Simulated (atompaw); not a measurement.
**An all-electron radial function and its pseudo partner (zinc (Zn))**

Columns: radius, all-electron u(r) and pseudo u(r) of the 3d shell (level -10.17 eV) of zinc in the configuration [Ar] 3d10 4s2 4p0; PBEsol, scalar-relativistic, PAW (atompaw) scheme, atompaw 4.2.0.5.

| r (bohr) | all-electron | pseudo |
| --- | --- | --- |
| 0.115 | 0.1643 | 0.0032 |
| 0.231 | 0.5476 | 0.0246 |
| 0.346 | 0.8478 | 0.0768 |
| 0.462 | 1.0004 | 0.1643 |
| 0.577 | 1.0349 | 0.2785 |
| 0.692 | 1.0007 | 0.4038 |
| 0.808 | 0.9323 | 0.5200 |
| 0.923 | 0.8516 | 0.6049 |
| 1.038 | 0.7691 | 0.6468 |
| 1.154 | 0.6896 | 0.6436 |
| 1.269 | 0.6167 | 0.6055 |
| 1.385 | 0.5501 | 0.5490 |
| 1.500 | 0.4909 | 0.4909 |
| 1.615 | 0.4381 | 0.4381 |
| 1.731 | 0.3908 | 0.3908 |
| 1.846 | 0.3492 | 0.3492 |
| 1.962 | 0.3120 | 0.3120 |
| 2.077 | 0.2792 | 0.2792 |
| 2.192 | 0.2500 | 0.2500 |
| 2.308 | 0.2239 | 0.2239 |
| 2.423 | 0.2008 | 0.2008 |
| 2.538 | 0.1801 | 0.1801 |
| 2.654 | 0.1616 | 0.1616 |
| 2.769 | 0.1451 | 0.1451 |
| 2.885 | 0.1303 | 0.1303 |
| 3.000 | 0.1171 | 0.1171 |

Problem. How many radial nodes do the two functions have?

Solution. The all-electron 3d function has n − l − 1 = 0; the pseudo-wave has 0.

Problem. At about which radius was the pseudo-wave matched?

Solution. 1.55 bohr, where the columns begin to agree (steps of 0.12 bohr).

Problem. Where does each function peak?

Solution. Outermost all-electron maximum near 0.58 bohr, pseudo maximum near 1.04 bohr (to the table’s step).

Problem. Is the pseudo-wave norm-conserving?

Solution. No, it belongs to a PAW set: the norm inside the radius is not constrained, and the difference is carried by the augmentation charge.
